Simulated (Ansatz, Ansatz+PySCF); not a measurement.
| atom | x (Å) | y (Å) | z (Å) |
| --- | --- | --- | --- |
| C | -0.1689 | 0.9515 | 0.3547 |
| C | -0.9585 | -0.1258 | 0.3537 |
| C | 0.1689 | -0.9515 | -0.3547 |
| C | 0.9585 | 0.1258 | -0.3537 |
| H | -0.2659 | 1.9807 | 0.7034 |
| H | -1.9695 | -0.3435 | 0.7012 |
| H | 0.2659 | -1.9807 | -0.7034 |
| H | 1.9695 | 0.3435 | -0.7012 |

Basis set: def2-SVP (spherical functions). Correlated methods keep 4 orbitals frozen. Charge 0, multiplicity 3.

Computed with Ansatz (development build ahead of 0.2.0); each method stands on the lowest determinant of its kind that the runs found.

(1) Give the atomization energy at this shape (free ground-state atoms in the same class of orbitals less the molecule, no zero-point energy) of triplet C₄H₄ by UHF-MP2, UHF.

## Answers

(1)

```tsv
method	atomization energy
UHF-MP2	763.96 kcal/mol
UHF	575.52 kcal/mol
```

Caution: another spin multiplicity may lie lower; the determinant breaks the point group. Caution for UHF-MP2: MP2 forces lie far from those of the mean fields.
